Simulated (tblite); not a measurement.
A geometry optimisation, step by step.

Species: C6H14B2OSi.
Bonds: B1–Si2, Si2–B3, B3–C4, C4–C5, C5–C6 (triple), C6–C7, B3–O8, O8–C9, C9–C10. Hydrogens: H11, H12 on B1; H13, H14 on Si2; H15, H16 on C4; H17, H18, H19 on C7; H20, H21 on C9; H22, H23, H24 on C10.

Computed with GFN2-xTB (tblite), gas phase: L-BFGS steps from a force-field or distance-geometry start until the largest atomic force falls under 0.01 eV/Å. 8 of its 281 geometries are shown.

Step 0: E = -765.7921 eV, largest atomic force 2.188 eV/Å
```
atom  x, y, z in Å  |  force x, y, z in eV/Å
B1     -0.660    2.409   -1.305   -0.327   0.166  -0.436
Si2    -0.688    2.201    0.613    0.121  -0.005  -0.084
B3     -0.660    0.299    1.081   -1.731  -0.544   0.055
C4      0.562   -0.307    1.867    0.012  -0.617   0.635
C5      1.764   -0.275    1.048    0.723   0.133  -0.396
C6      2.748   -0.237    0.347   -0.307   0.027   0.193
C7      3.949   -0.185   -0.495   -0.113  -0.258   0.345
O8     -1.841   -0.528    0.786    1.988   0.849  -0.339
C9     -1.647   -1.183   -0.455   -0.441  -0.258  -0.086
C10    -2.865   -2.055   -0.749   -0.381  -0.394  -0.237
H11     0.209    1.948   -1.942   -0.080   0.105  -0.110
H12    -1.561    2.970   -1.841    0.385  -0.294  -0.020
H13     0.517    2.833    1.186   -0.066   0.116   0.183
H14    -1.875    2.832    1.189   -0.079   0.219   0.275
H15     0.339   -1.360    2.144    0.322   0.383   0.026
H16     0.732    0.268    2.817   -0.008  -0.438  -0.736
H17     4.809    0.181    0.111   -0.538  -0.267  -0.463
H18     4.170   -1.210   -0.875   -0.076   0.778   0.211
H19     3.772    0.502   -1.338    0.144  -0.316   0.307
H20    -0.746   -1.837   -0.425   -0.204   0.429  -0.073
H21    -1.556   -0.436   -1.282    0.240  -0.218   0.389
H22    -3.779   -1.427   -0.804    0.588  -0.478   0.104
H23    -2.977   -2.809    0.057   -0.055   0.480  -0.557
H24    -2.727   -2.577   -1.728   -0.118   0.401   0.813
```

Step 40: E = -766.7145 eV, largest atomic force 0.119 eV/Å
```
atom  x, y, z in Å  |  force x, y, z in eV/Å
B1     -0.661    2.429   -1.127    0.019   0.100  -0.045
Si2    -0.701    2.450    0.806   -0.028  -0.055   0.028
B3     -0.687    0.459    0.835   -0.009  -0.034  -0.036
C4      0.387   -0.370    1.699   -0.053  -0.027  -0.009
C5      1.631   -0.328    0.950    0.004  -0.017   0.065
C6      2.641   -0.269    0.307   -0.017   0.001  -0.048
C7      3.849   -0.183   -0.487    0.023   0.002  -0.020
O8     -1.427   -0.053   -0.148    0.084  -0.023   0.022
C9     -1.423   -1.352   -0.712   -0.015   0.039   0.017
C10    -2.798   -1.998   -0.567    0.004   0.000   0.015
H11     0.318    2.131   -1.698    0.057   0.051  -0.010
H12    -1.642    2.458   -1.764   -0.029   0.041  -0.003
H13     0.437    2.992    1.577    0.049   0.017  -0.013
H14    -1.826    3.077    1.520   -0.106   0.055   0.002
H15     0.099   -1.413    1.861    0.032  -0.053   0.012
H16     0.551    0.082    2.681    0.024  -0.025  -0.043
H17     4.678    0.184    0.116    0.000   0.014   0.045
H18     4.117   -1.161   -0.887   -0.020  -0.044   0.006
H19     3.692    0.502   -1.319    0.005   0.027  -0.032
H20    -0.634   -1.966   -0.265   -0.026  -0.045  -0.006
H21    -1.182   -1.203   -1.773   -0.029  -0.045   0.015
H22    -3.556   -1.220   -0.611   -0.021  -0.018  -0.027
H23    -2.888   -2.519    0.382   -0.015   0.045   0.072
H24    -2.984   -2.709   -1.367    0.068  -0.010  -0.007
```

Step 80: E = -766.8561 eV, largest atomic force 0.043 eV/Å
```
atom  x, y, z in Å  |  force x, y, z in eV/Å
B1     -0.577    2.953   -1.129    0.000  -0.016   0.021
Si2    -0.741    2.361    0.717   -0.025   0.022   0.008
B3     -0.626    0.371    0.666    0.001   0.013  -0.015
C4      0.367   -0.459    1.626   -0.003   0.004  -0.011
C5      1.641   -0.426    0.928   -0.009   0.041  -0.009
C6      2.637   -0.337    0.266    0.003  -0.004  -0.009
C7      3.860   -0.229   -0.504    0.011  -0.001  -0.001
O8     -1.315   -0.167   -0.336    0.007  -0.025  -0.016
C9     -1.415   -1.528   -0.706   -0.002  -0.017   0.003
C10    -2.817   -2.047   -0.412    0.003  -0.031   0.023
H11     0.470    3.096   -1.634    0.025   0.014  -0.006
H12    -1.510    3.063   -1.830    0.001   0.004   0.024
H13     0.269    2.904    1.659   -0.018  -0.013  -0.022
H14    -1.994    2.776    1.395    0.009  -0.005   0.000
H15     0.078   -1.501    1.797   -0.007   0.006  -0.001
H16     0.483    0.013    2.605    0.032   0.003  -0.018
H17     4.670    0.144    0.122    0.004  -0.004   0.023
H18     4.148   -1.200   -0.907   -0.014  -0.019   0.013
H19     3.713    0.464   -1.333   -0.006   0.001  -0.003
H20    -0.661   -2.129   -0.184   -0.031   0.001  -0.008
H21    -1.213   -1.583   -1.782    0.002   0.029   0.007
H22    -3.555   -1.473   -0.968    0.022  -0.002   0.018
H23    -3.035   -1.955    0.650    0.007   0.008  -0.002
H24    -2.891   -3.092   -0.697   -0.011  -0.010  -0.018
```

Step 120: E = -766.8667 eV, largest atomic force 0.025 eV/Å
```
atom  x, y, z in Å  |  force x, y, z in eV/Å
B1     -0.567    3.087   -1.093    0.006  -0.011  -0.006
Si2    -0.827    2.381    0.700    0.006   0.001   0.000
B3     -0.665    0.396    0.607   -0.009   0.005   0.000
C4      0.380   -0.397    1.542    0.004  -0.001   0.004
C5      1.653   -0.383    0.843    0.024  -0.005  -0.004
C6      2.678   -0.352    0.221   -0.010   0.005   0.014
C7      3.938   -0.309   -0.494   -0.001   0.006  -0.002
O8     -1.387   -0.180   -0.348   -0.009  -0.003  -0.008
C9     -1.451   -1.548   -0.703   -0.003  -0.003  -0.009
C10    -2.819   -2.123   -0.358   -0.003   0.010  -0.001
H11     0.506    3.273   -1.528   -0.008   0.002   0.003
H12    -1.464    3.253   -1.828    0.003  -0.003   0.002
H13     0.132    2.896    1.707   -0.014  -0.001   0.001
H14    -2.114    2.756    1.334   -0.003  -0.010  -0.001
H15     0.102   -1.436    1.744   -0.004  -0.003   0.007
H16     0.513    0.099    2.507    0.005   0.005   0.006
H17     4.732    0.044    0.164   -0.005  -0.011   0.009
H18     4.200   -1.303   -0.859   -0.003   0.008  -0.002
H19     3.861    0.371   -1.343   -0.001  -0.011  -0.013
H20    -0.660   -2.118   -0.203    0.001   0.001  -0.018
H21    -1.284   -1.600   -1.785    0.001   0.005  -0.004
H22    -3.601   -1.545   -0.845    0.012  -0.001   0.002
H23    -2.983   -2.088    0.717    0.004   0.000   0.010
H24    -2.883   -3.156   -0.693    0.008   0.016   0.010
```

Step 160: E = -766.8783 eV, largest atomic force 0.052 eV/Å
```
atom  x, y, z in Å  |  force x, y, z in eV/Å
B1     -0.557    3.195   -1.027   -0.001  -0.008  -0.006
Si2    -1.000    2.420    0.699    0.005  -0.020  -0.026
B3     -0.685    0.458    0.542   -0.012  -0.015  -0.012
C4      0.353   -0.352    1.473   -0.015   0.007   0.009
C5      1.632   -0.402    0.785   -0.046   0.004   0.024
C6      2.669   -0.429    0.185    0.037  -0.019  -0.022
C7      3.946   -0.479   -0.498    0.011  -0.003  -0.014
O8     -1.370   -0.104   -0.449   -0.025  -0.009   0.006
C9     -1.421   -1.471   -0.813    0.027   0.013  -0.016
C10    -2.659   -2.129   -0.214    0.050   0.001   0.008
H11     0.541    3.517   -1.281   -0.009   0.004  -0.014
H12    -1.337    3.258   -1.901    0.010   0.003   0.028
H13    -0.241    2.979    1.840    0.016  -0.006   0.035
H14    -2.391    2.631    1.168   -0.001   0.018  -0.020
H15     0.034   -1.379    1.680   -0.006   0.009   0.009
H16     0.503    0.144    2.435   -0.002   0.011   0.015
H17     4.741   -0.153    0.173    0.005   0.008   0.002
H18     4.159   -1.496   -0.825   -0.004  -0.017   0.001
H19     3.932    0.173   -1.371   -0.006   0.019  -0.008
H20    -0.512   -1.991   -0.489   -0.008   0.003   0.009
H21    -1.463   -1.503   -1.908   -0.030   0.009   0.006
H22    -3.556   -1.605   -0.535    0.015   0.013  -0.005
H23    -2.609   -2.095    0.872   -0.012  -0.003  -0.003
H24    -2.720   -3.165   -0.535    0.001  -0.024  -0.006
```

Step 200: E = -766.8897 eV, largest atomic force 0.031 eV/Å
```
atom  x, y, z in Å  |  force x, y, z in eV/Å
B1     -0.466    3.255   -0.985   -0.005   0.000   0.013
Si2    -1.039    2.471    0.699   -0.015   0.005   0.010
B3     -0.762    0.505    0.544    0.008   0.010   0.005
C4      0.253   -0.302    1.504    0.000  -0.001   0.003
C5      1.514   -0.429    0.795    0.021   0.022  -0.006
C6      2.535   -0.497    0.169   -0.015   0.001   0.017
C7      3.796   -0.575   -0.540    0.004   0.001  -0.007
O8     -1.392   -0.057   -0.483    0.001  -0.006   0.011
C9     -1.351   -1.420   -0.867    0.000  -0.015  -0.007
C10    -2.450   -2.215   -0.170   -0.002   0.007   0.002
H11     0.655    3.537   -1.181   -0.004  -0.004  -0.007
H12    -1.203    3.375   -1.888    0.009   0.000   0.001
H13    -0.327    2.979    1.897   -0.011  -0.001   0.000
H14    -2.446    2.750    1.076    0.017  -0.002  -0.010
H15    -0.103   -1.305    1.762   -0.006  -0.002  -0.005
H16     0.438    0.230    2.440   -0.002  -0.002  -0.001
H17     4.608   -0.251    0.111    0.009  -0.005   0.001
H18     3.991   -1.597   -0.863   -0.010  -0.013   0.004
H19     3.772    0.072   -1.417   -0.002   0.004  -0.014
H20    -0.365   -1.845   -0.646   -0.007   0.002   0.004
H21    -1.507   -1.439   -1.951    0.004  -0.002   0.000
H22    -3.419   -1.770   -0.381   -0.002   0.000  -0.002
H23    -2.298   -2.211    0.907    0.002   0.000  -0.018
H24    -2.446   -3.241   -0.526    0.006   0.000   0.006
```

Step 240: E = -766.8962 eV, largest atomic force 0.072 eV/Å
```
atom  x, y, z in Å  |  force x, y, z in eV/Å
B1     -0.404    3.295   -0.875   -0.024   0.020  -0.005
Si2    -1.189    2.511    0.723    0.045   0.014  -0.010
B3     -0.793    0.565    0.571   -0.028  -0.009   0.000
C4      0.264   -0.188    1.532   -0.021  -0.008   0.024
C5      1.499   -0.378    0.793    0.020  -0.026  -0.062
C6      2.482   -0.533    0.124   -0.012   0.023   0.009
C7      3.697   -0.710   -0.645    0.043  -0.012  -0.004
O8     -1.387   -0.032   -0.459    0.016  -0.061   0.034
C9     -1.262   -1.391   -0.845    0.015   0.014   0.005
C10    -2.334   -2.251   -0.183    0.056   0.012  -0.026
H11     0.741    3.539   -0.941   -0.009  -0.001   0.001
H12    -1.030    3.445   -1.856    0.030  -0.015   0.031
H13    -0.660    3.026    2.011   -0.033  -0.004  -0.032
H14    -2.642    2.743    0.887    0.014  -0.009   0.017
H15    -0.096   -1.170    1.856   -0.010  -0.003  -0.002
H16     0.487    0.386    2.435   -0.015   0.032  -0.012
H17     4.563   -0.416   -0.052   -0.002   0.010   0.009
H18     3.813   -1.756   -0.933   -0.017   0.007  -0.011
H19     3.665   -0.096   -1.546   -0.014  -0.016   0.010
H20    -0.262   -1.764   -0.593   -0.028   0.024  -0.005
H21    -1.383   -1.417   -1.934    0.007   0.008   0.005
H22    -3.325   -1.909   -0.469    0.002   0.010  -0.006
H23    -2.247   -2.193    0.898   -0.003  -0.002   0.031
H24    -2.208   -3.285   -0.493   -0.031  -0.008  -0.001
```

Step 280: E = -766.9039 eV, largest atomic force 0.008 eV/Å
```
atom  x, y, z in Å  |  force x, y, z in eV/Å
B1     -0.347    3.470   -0.658    0.005   0.004  -0.002
Si2    -1.399    2.525    0.676   -0.004  -0.003  -0.001
B3     -0.833    0.623    0.531   -0.004  -0.001   0.005
C4      0.306   -0.008    1.488   -0.004   0.003  -0.003
C5      1.487   -0.341    0.712    0.004  -0.001   0.005
C6      2.445   -0.603    0.039    0.005   0.002  -0.001
C7      3.619   -0.927   -0.748   -0.003  -0.002   0.001
O8     -1.404   -0.049   -0.461    0.007  -0.004   0.002
C9     -1.180   -1.401   -0.826    0.001  -0.001   0.000
C10    -2.190   -2.316   -0.145   -0.003  -0.005   0.000
H11     0.748    3.826   -0.439    0.002   0.000   0.002
H12    -0.734    3.614   -1.754   -0.002  -0.002  -0.005
H13    -1.208    2.997    2.070    0.003   0.000   0.003
H14    -2.865    2.645    0.530   -0.003   0.001  -0.001
H15    -0.052   -0.921    1.976    0.001   0.000  -0.001
H16     0.598    0.686    2.280    0.000   0.000  -0.001
H17     4.522   -0.673   -0.193   -0.004   0.000  -0.007
H18     3.636   -1.993   -0.977   -0.001   0.005   0.001
H19     3.611   -0.366   -1.683    0.000  -0.001   0.005
H20    -0.158   -1.696   -0.566    0.005  -0.001   0.002
H21    -1.299   -1.453   -1.913   -0.001   0.001  -0.003
H22    -3.202   -2.023   -0.414   -0.003   0.004   0.004
H23    -2.089   -2.252    0.936    0.001   0.004   0.001
H24    -2.023   -3.344   -0.454   -0.002  -0.004  -0.007
```

Task: Summarise the path.

Result: The energy falls by 25.64 kcal/mol from step 0 to step 280; nine tenths of that is first reached at step 54. It rises by more than 0.2 meV at step 2. The largest force goes from 2.188 to 0.008 eV/Å. Among the bonds B3–O8 changes most, from 1.472 to 1.327 Å; the atoms move by 1.131 Å rms after alignment.

Task: Follow the three bonds and two angles with the largest change from start to end.

Result: 
```csv
step,E above end (kcal/mol),largest force (eV/Å),B3–O8 (Å),B3–C4 (Å),Si2–B3 (Å),B3–O8–C9 (°),H13–Si2–H14 (°)
0,25.64,2.188,1.472,1.574,1.959,109.0,108.9
12,16.85,0.229,1.362,1.618,2.006,124.1,101.5
24,8.66,0.382,1.340,1.622,2.019,136.4,104.0
37,4.61,0.129,1.330,1.607,1.992,130.5,100.1
49,3.33,0.168,1.331,1.610,1.995,129.7,102.5
61,1.78,0.146,1.328,1.606,2.002,128.6,100.5
73,1.18,0.050,1.330,1.610,1.991,129.1,100.5
85,1.06,0.040,1.329,1.612,1.994,128.7,100.7
97,0.98,0.040,1.329,1.610,1.994,129.0,100.6
110,0.91,0.115,1.328,1.610,1.992,128.6,100.5
122,0.85,0.032,1.328,1.612,1.994,128.6,100.5
134,0.73,0.057,1.328,1.614,1.993,128.7,100.4
146,0.67,0.025,1.328,1.613,1.993,128.7,100.8
158,0.61,0.038,1.328,1.613,1.993,128.4,100.6
170,0.48,0.052,1.329,1.612,1.990,127.5,100.6
183,0.41,0.027,1.329,1.613,1.992,127.8,100.8
195,0.35,0.039,1.329,1.613,1.992,127.1,100.4
207,0.31,0.022,1.329,1.613,1.992,127.4,100.8
219,0.29,0.026,1.329,1.614,1.991,127.1,100.7
231,0.25,0.038,1.329,1.613,1.992,127.0,100.9
243,0.13,0.074,1.329,1.616,1.993,127.0,101.2
256,0.07,0.030,1.327,1.614,1.992,127.4,100.9
268,0.01,0.033,1.327,1.615,1.989,127.3,101.4
280,0.00,0.008,1.327,1.616,1.990,127.4,101.2
```

What follows is the cost of the whole relaxation. The run took 5.2 s wall on one thread, Arm Neoverse N1 (aarch64), shared host with 64 logical CPUs at a one-minute load of 58.
